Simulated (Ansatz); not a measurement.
All numbers were calculated with Ansatz.

A structure relaxed at PBE0-D4/def2-TZVP, charge 0, multiplicity 1:

```json
{"atom": "Si1", "x (Å)": "-0.3313", "y (Å)": "1.5722", "z (Å)": "-1.8164"}
{"atom": "B2", "x (Å)": "0.3119", "y (Å)": "0.0213", "z (Å)": "-0.6873"}
{"atom": "O3", "x (Å)": "0.1338", "y (Å)": "0.0614", "z (Å)": "0.6473"}
{"atom": "C4", "x (Å)": "0.5349", "y (Å)": "-1.0071", "z (Å)": "1.4803"}
{"atom": "S5", "x (Å)": "-0.8104", "y (Å)": "-2.1260", "z (Å)": "1.8955"}
{"atom": "H6", "x (Å)": "-1.3181", "y (Å)": "1.0842", "z (Å)": "-2.8223"}
{"atom": "H7", "x (Å)": "-0.9669", "y (Å)": "2.6574", "z (Å)": "-1.0207"}
{"atom": "H8", "x (Å)": "0.8138", "y (Å)": "2.1538", "z (Å)": "-2.5749"}
{"atom": "H9", "x (Å)": "0.8622", "y (Å)": "-0.9399", "z (Å)": "-1.1664"}
{"atom": "H10", "x (Å)": "1.2860", "y (Å)": "-1.6255", "z (Å)": "0.9817"}
{"atom": "H11", "x (Å)": "0.9564", "y (Å)": "-0.5770", "z (Å)": "2.3876"}
{"atom": "H12", "x (Å)": "-1.4723", "y (Å)": "-1.2747", "z (Å)": "2.6956"}
```

**Question.** Give its formula and SMILES.

**Answer.** CH7BOSSi, `[SiH3]BOCS`.

**Question.** Summarise the bond lengths by kind.

**Answer.** 1 × B–Si 2.023 Å; 3 × H–Si 1.488 to 1.492 Å; 1 × B–O 1.347 Å; 1 × B–H 1.207 Å; 1 × C–O 1.413 Å; 1 × C–S 1.798 Å; 2 × C–H 1.089 to 1.093 Å; 1 × H–S 1.343 Å.
